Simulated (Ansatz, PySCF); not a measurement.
Molecule: AlOBr, net charge 0, singlet state. SMILES: [Br][Al]=[O]
Geometry: optimised at B3LYP-D3(BJ)/def2-TZVP (Ansatz, a quantum-chemistry and plane-wave program).

Quantity: atomisation energy, in kcal/mol. Set-up: LANL2DZ with its own core potentials from Na on; dispersion terms only where a functional's name holds one; atomisation electronic, to ground-state atoms; UHF or UKS for open shells; 6-31G* and kin with 6d, 5d where marked; non-relativistic; frozen cores in correlated levels (noble-gas shells and the d and f shells of earlier blocks); spin-orbit terms left out. Ab initio and DFT rows: single points at B3LYP-D3(BJ) geometries (Ansatz).

```tsv
level	program	atomisation energy (kcal/mol)
SVWN5/6-31G* with LANL2DZ past Ar	Ansatz	238.6
PBE/STO-3G	Ansatz	272.0
PBE/LANL2DZ	Ansatz	180.0
BLYP/6-31G*	Ansatz	205.8
BP86/6-31G* with LANL2DZ past Ar (5d)	PySCF	205.3
B3LYP/LANL2DZ	Ansatz	162.7
B3LYP/6-31G*	Ansatz	196.9
B3LYP/6-31G* with LANL2DZ past Ar	Ansatz	189.7
M06-2X/6-31G* with LANL2DZ past Ar (5d)	PySCF	196.2
MP2/6-31G*	Ansatz	203.9
r2SCAN-D4/def2-TZVPD	Ansatz + dftd4	216.3
B3LYP/def2-TZVPD	Ansatz	204.5
wB97M-V/def2-TZVPD	Ansatz	208.9
```

No value to compare with is used here. The 10 habitual levels span 162.7 (B3LYP/LANL2DZ) to 272.0 kcal/mol (PBE/STO-3G); wB97M-V/def2-TZVPD gives 208.9.

The levels are drawn from those run, B3LYP/6-31G* more often than the rest, none by its result; left out are runs that failed, that the program found above a lower state of the same kind, or whose <S^2> lies over 0.5 above the pure value.
